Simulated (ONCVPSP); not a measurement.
What one change does to a pseudopotential (platinum (Pt), ONCV)

| Property | Result |
| --- | --- |
| Element | Pt |
| Generator | ONCVPSP 4.0.1 |
| Type | optimised norm-conserving Vanderbilt (ONCV) |
| Functional | PBE |
| Relativity | scalar-relativistic |
| Frozen core | [Kr] 4d10 4f14 |
| Valence charge | 18 |
| Reference configuration | 5s2 5p6 5d9 6p1 |
| Partial waves | 5s: rc 1.45 bohr, ncon 4, nbas 8, qcut 7.6 1/bohr, 2 projectors, debl 1.2 Ha; 5p+6p: rc 2.10 bohr, ncon 3, nbas 7, qcut 7.3 1/bohr, 2 projectors; 5d: rc 2.15 bohr, ncon 3, nbas 8, qcut 8.4 1/bohr, 2 projectors, debl 3.6 Ha |
| Local potential | polynomial inside 0.90 bohr (lpopt 5, dvloc0 3 Ha) |
| Core correction | polynomial model core, fcfact 0.75 |

In the s channel the program set the typed energies aside and used -3.817, 0.250 Ha.

All-electron outer shells of the reference configuration (PBE, scalar-relativistic, ld1.x):

```csv
shell,level (eV),outermost node (bohr),outermost maximum (bohr)
5s,-103.87,0.49,0.87
4f,-72.10,–,0.38
5p,-58.09,0.53,0.98
5d,-8.11,0.57,1.26
6p,-1.84,1.36,3.47
```

Change: all radii but the core radius scaled by about 0.85 (s 1.22, p 1.78, d 1.82 bohr); local potential polynomial inside 0.76 bohr (lpopt 5, dvloc0 3 Ha).

Cutoffs: the cutoffs (Ha) at which the residual kinetic energy of the hardest occupied pseudo-wave falls to 1 and 0.1 mHa per electron; they do not see the model core or the augmentation charge, which bear on the density cutoff. Errors are all-electron minus pseudo energies relative to the spin-unpolarised reference configuration.

Question: Predict the effect on cutoff, ghosts and configuration errors.

Answer: The potential gets harder (24 Ha and 28 Ha → 32 Ha and 110 Ha); a bound ghost appears in s, which as a rule spoils a file; the lowest positive-energy flag moves from s at 24.0 eV to p at 71.6 eV; the errors of the 4 common tests hardly move. A smaller radius makes the pseudo-wave follow the all-electron one further in, where it bends more sharply, so more plane waves are needed.

| quantity | base | changed |
| --- | --- | --- |
| cutoff, loose | 24 Ha | 32 Ha |
| cutoff, tight | 28 Ha | 110 Ha |
| loose cutoff by channel | s 24 Ha, p 15 Ha, d 19 Ha | s 32 Ha, p 15 Ha, d 20 Ha |
| bound ghosts | none | s |
| GHOST(+) flags under 300 eV | s at 24.0 eV | p at 71.6 eV |
| error for 5s2 5p6 5d9 6s1 6p0, meV [ΔE -5.05 eV] | +1.3 | +1.1 |
| error for 5s2 5p6 5d9 6p0, meV [ΔE 4.15 eV] | -2.0 | -1.9 |
| error for 5s2 5p6 5d8 6p0, meV [ΔE 24.11 eV] | -4.9 | -5.2 |
| error for 5s2 5p6 5d9 6s0.5 6p0, meV [ΔE -1.36 eV] | +0.3 | +0.1 |
| rms error of d²Exc/dni dnj with the model core, mHa | 1.38 | 0.83 |

 A true bound ghost makes a file unfit for plane-wave use even where its test errors are small: the radial tests pick states by their node count and pass the ghost by.
